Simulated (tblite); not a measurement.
Compound: C6H9ClOSi.
SMILES with atom numbers: `[CH3:1][C:2]1=[C:3]([CH:4]=[O:5])[C@@H:6]([SiH2:7][Cl:8])[CH2:9]1` (hydrogens: H10, H11, H12 on C1; H13 on C4; H14 on C6; H15, H16 on Si7; H17, H18 on C9)

Structure used (GFN2-xTB), in Å, numbered top down from 1:
```
atom  x, y, z in Å
C1    -2.3798   -0.2851    0.7079
C2    -1.0549   -0.3205    0.0571
C3    -0.2316    0.5832   -0.5213
C4    -0.2660    2.0000   -0.7587
O5     0.6816    2.6531   -1.1366
C6     0.8829   -0.4133   -0.7465
Si7    2.4802    0.0021    0.2010
Cl8    1.9389    0.3397    2.1171
C9    -0.0845   -1.4536   -0.1122
H10   -2.9148    0.6289    0.4619
H11   -2.2561   -0.3327    1.7914
H12   -2.9730   -1.1479    0.4065
H13   -1.2465    2.4782   -0.5572
H14    1.0912   -0.5998   -1.8001
H15    3.1208    1.1895   -0.3377
H16    3.3584   -1.1683    0.1850
H17    0.2564   -1.9048    0.8188
H18   -0.4119   -2.2424   -0.7882
```

Calculated harmonic vibrations of the isolated species, GFN2-xTB (tblite), most abundant isotopes, no scaling. Errors from tens to a few hundred cm⁻¹ against measured bands are possible. Modes of hydrogen on silicon can be 10 to 20 % off. One conformer, not necessarily the lowest.

Harmonic wavenumbers (cm⁻¹): 30.4, 56.1, 86.6, 94.5, 135.3, 138.7, 194.6, 272.5, 310.3, 341.3, 451.2, 485.9, 498.5, 558.4, 576.4, 614.4, 672.9, 721.4, 765.4, 831.1, 889.7, 918.8, 961.0, 985.3, 1021.2, 1059.8, 1090.4, 1139.7, 1175.3, 1208.6, 1269.4, 1325.5, 1364.1, 1388.5, 1437.3, 1457.4, 1461.4, 1680.8, 1709.7, 2253.5, 2352.7, 2740.6, 2969.6, 2984.3, 2987.2, 2999.0, 3014.3, 3043.9.

A = 1379, B = 955.6, C = 772.3 MHz; mass 160.011 u (most abundant isotopes); point group C1, symmetry number 1.

**Question.** Zero-point energy?

**Answer.** Half the sum of the wavenumbers: 28362 cm⁻¹ = 339.29 kJ/mol.

**Question.** What is S at 400 K and 1 bar for an ideal gas of classical rigid rotors and harmonic oscillators?

**Answer.** Translation 178.26, rotation 129.75, vibration 193.96: S = 502.0 J/(mol K).

**Question.** And Cp and H(400 K) − H(0)?

**Answer.** Cp = 210.07 J/(mol K), of which vibrations give 176.82 (their classical limit is 48 R = 399.1); H(400 K) − H(0) = 51.31 kJ/mol without the zero-point energy, 38.00 from vibrations.

**Question.** Which modes carry the vibrational entropy at 400 K?

**Answer.** 30.4 cm⁻¹: 26.72; 56.1 cm⁻¹: 21.64; 86.6 cm⁻¹: 18.05; 94.5 cm⁻¹: 17.33; 135.3 cm⁻¹: 14.38; 138.7 cm⁻¹: 14.18 J/(mol K); the other 42 give 81.67 together.

**Question.** Blend soft modes into free rotors: weight 1/[1 + (100 cm⁻¹/ν̃)⁴] for the oscillator and the rest for a rotor with moment μB/(μ + B), μ = h/(8π²ν), B = 10⁻⁴⁴ kg m². What vibrational entropy results?

**Answer.** 173.88 J/(mol K) in place of 193.96, which changes −T·S at 400 K by +8.03 kJ/mol.

**Question.** How do the functions run with temperature in this model?

**Answer.** 
```json
{"T (K)": "150", "S (J/(mol K))": "352.4", "Cp (J/(mol K))": "109.0", "H − H(0) (kJ/mol)": "11.12", "G − H(0) (kJ/mol)": "-41.74", "ln q(vib)": "4.35"}
{"T (K)": "250", "S (J/(mol K))": "417.8", "Cp (J/(mol K))": "150.9", "H − H(0) (kJ/mol)": "24.10", "G − H(0) (kJ/mol)": "-80.36", "ln q(vib)": "7.49"}
{"T (K)": "298.15", "S (J/(mol K))": "446.1", "Cp (J/(mol K))": "171.0", "H − H(0) (kJ/mol)": "31.85", "G − H(0) (kJ/mol)": "-101.16", "ln q(vib)": "8.94"}
{"T (K)": "600", "S (J/(mol K))": "599.1", "Cp (J/(mol K))": "269.0", "H − H(0) (kJ/mol)": "99.60", "G − H(0) (kJ/mol)": "-259.84", "ln q(vib)": "17.42"}
{"T (K)": "900", "S (J/(mol K))": "719.7", "Cp (J/(mol K))": "324.7", "H − H(0) (kJ/mol)": "189.39", "G − H(0) (kJ/mol)": "-458.31", "ln q(vib)": "24.96"}
```

q(vib) and H(0) count from the zero-point level.

**Question.** What must be added to the electronic energy to get the Gibbs energy at 400 K and 1 bar?

**Answer.** ZPE + [H(400 K) − H(0)] − T·S = 339.29 + 51.31 − 200.79 = 189.81 kJ/mol.

Hindered rotation and anharmonicity are outside this model. Other conformers, if any are populated, would add a mixing term that is left out. The structure is chiral; the term R ln 2 for an equal mix with its mirror image is left out.

The run took 0.83 s wall on an Arm Neoverse V1 with one thread, shared host. The figure is for the frequency step alone.
